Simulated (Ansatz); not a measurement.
Geometry optimisation, RKS revPBE/def2-SVP in Ansatz 0.2.0.

Input file:

```yaml
crystal:
  periodic: [false, false, false]
  atoms:
    - { symbol: Al, position_ang: [-0.4449, 0.8504, -0.031] }
    - { symbol: O, position_ang: [0.7314, -0.9305, 0.4123] }
    - { symbol: O, position_ang: [-1.4447, -0.2956, -0.5831] }
    - { symbol: H, position_ang: [-0.422, -0.9294, -0.1442] }
    - { symbol: Cl, position_ang: [0.1854, 2.6947, 0.4428] }
    - { symbol: H, position_ang: [1.3949, -1.3895, -0.0968] }
basis:
  gaussian: { orbitals: def2-SVP }
hamiltonian:
  xc: revpbe
relax:
  f_tol: 0.15
  max_steps: 25
  restrain:
    - { distance: [3, 1], at: 0.97, k: 30.0 }
    - { distance: [0, 1], at: 3.17, k: 30.0 }
    - { distance: [3, 2], at: 2.27, k: 30.0 }
```

Launched with:

```bash
$ ansatz run input.yaml --threads 2 --pin off --max-ram 3072MiB --backend cpu --events-out ev --progress --plain --runs-dir out
```

Q: Where does it end, and by what steps?

A: It converged. The restraints hold the end off the free minimum. After 9 steps the energy has risen by 0.384 eV (the restraints' own energy left out); H4 moved furthest, 0.70 Å. Joined: O2–H4 (1.28 → 0.98 Å).

```
step  energy less start (eV)  largest force component (eV/Å)  accepted
   0                  0.0000                           2.020       yes
   1                  0.4831                           4.000       yes
   2                  0.4044                           2.756       yes
   3                  0.4459                           1.328       yes
   4                  0.4140                           1.080       yes
   5                  0.3941                           0.459       yes
   6                  0.3852                           0.343       yes
   7                  0.4040                           0.890        no
   8                  0.3860                           0.366        no
   9                  0.3843                           0.338       yes
```

```xyz
6
Properties=species:S:1:pos:R:3
Al -0.780 1.259 -0.173
O 0.875 -1.335 0.532
O -1.587 -0.039 -0.748
H -0.038 -1.409 0.183
Cl 0.128 3.025 0.482
H 1.402 -1.501 -0.276
```

The run took 5.1 s on 2 threads of Intel(R) Xeon(R) 6975P-C (Granite Rapids), with other jobs on the host, peak memory 0.16 GiB.
